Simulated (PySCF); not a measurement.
## BiH: energy against distance

Set-up: basis Bi def2-TZVPP with ECP60, H def2-TZVPP; scalar-relativistic core potentials; PySCF 2.14. Energies in eV from Bi + H in their ground configurations at the same level. State: ³Σ⁻ (triplet), unpaired electrons π ↑↑.

All columns are M06. A positive dipole means Bi(−)H(+).

```
R (Å)  E (eV)  μ (D)  Mulliken charge on Bi (basis-dependent)  HOMO (eV)  LUMO (eV)  Mayer bond order  ⟨S²⟩
1.545  -2.163  -0.22                                     0.08      -5.55      -3.22              0.99  2.00
1.616  -2.480  -0.40                                     0.09      -5.55      -3.24              0.99  2.00
1.688  -2.669  -0.58                                     0.10      -5.56      -3.26              0.98  2.00
1.742  -2.745  -0.72                                     0.10      -5.58      -3.28              0.98  2.00
1.796  -2.777  -0.85                                     0.11      -5.59      -3.30              0.98  2.00
1.850  -2.772  -0.98                                     0.11      -5.61      -3.32              0.97  2.00
1.922  -2.722  -1.15                                     0.12      -5.63      -3.35              0.97  2.00
2.011  -2.607  -1.37                                     0.13      -5.67      -3.39              0.97  2.00
2.119  -2.416  -1.62                                     0.14      -5.72      -3.44              0.97  2.00
2.263  -2.111  -1.94                                     0.16      -5.79      -3.51              0.96  2.00
```

A fit through these points gives, at Re = 1.815 Å, μ = -0.89 D and dμ/dR = -2.43 D/Å; the reduced mass is 1.003 u.

Task: How strong is the fundamental in the double-harmonic approximation, I = 42.26·(dμ/dR)²/μred km/mol?

Result: I = 42.26·(-2.43)²/1.003 = 249 km/mol at M06.

Spin–orbit coupling is left out, which matters for elements this heavy, above all for dissociation energies. The state was picked by a PBE0 search and need not be the measured ground state.
